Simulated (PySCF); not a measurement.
Computed properties of C2H5ClFNSi, SMILES N[Si@H](Cl)/C=C/F

C₂H₅ClFNSi, SMILES F/C=C/[Si@@H](Cl)N. The structure is a stationary point at TPSSh-D3(BJ)/def2-SVP. The structure was generated by enumeration; whether it is a known compound was not checked. The values are those of a single conformer. All values are computed for the isolated molecule unless a solvent is named; none is compared with measurement here.

**Structure.** All 27 harmonic modes at TPSSh-D3(BJ)/def2-SVP (PySCF) are real, so it is a minimum. With heavy atoms numbered as in [NH2:1][Si@H:2]([Cl:3])/[CH:4]=[CH:5]/[F:6], the shortest bond between them is C5–F6 at 1.337 Å and the longest Si2–Cl3 at 2.108 Å.

**Vibrations.** The strongest infrared lines (harmonic, unscaled, degenerate partners summed) lie at 1695 cm⁻¹ (231 km/mol, C 91 %), 925 cm⁻¹ (221 km/mol, H 73 %, Si 14 %, N 12 %), 860 cm⁻¹ (181 km/mol, H 56 %, Si 22 %, C 15 %). The softest mode is at 83 cm⁻¹ and the zero-point energy is 45.3 kcal/mol.

**Electronic structure.** B3LYP/def2-TZVP (PySCF) places the frontier levels at -7.70 and -0.88 eV, a gap of 6.82 eV, and gives a dipole moment of 1.92 D and a mean polarisability of 68.1 bohr³. PBE/def2-TZVP (PySCF) at the same geometry gives -6.56 and -1.61 eV, so its gap is 1.87 eV narrower. An orbital gap is neither the optical nor the fundamental gap.

**Excitations.** TDA-M06-2X/def2-SVPD (PySCF) has S1 at 6.87 eV (180 nm, f = 0.037, weak); the most intense of the 10 singlets computed lies at 7.47 eV (f = 0.20). T1 (TDA) is at 4.54 eV, 2.33 eV under S1. TDA-PBE/def2-SVPD (PySCF) puts S1 at 5.04 eV. No vertical singlet excitation falls in the visible range (under 3.1 eV).

**NMR.** GIAO shifts at HF/pcSseg-1 (PySCF) (non-relativistic, atoms alike by connectivity averaged): ¹³C from 104.5 to 176.6 ppm against TMS; ¹H from 1.6 to 7.3 ppm against TMS; ²⁹Si at -15.5 ppm against TMS; ¹⁹F at -63.5 ppm against CFCl3. Without spin–orbit terms, shifts of atoms bonded to Cl or Br come out too high.
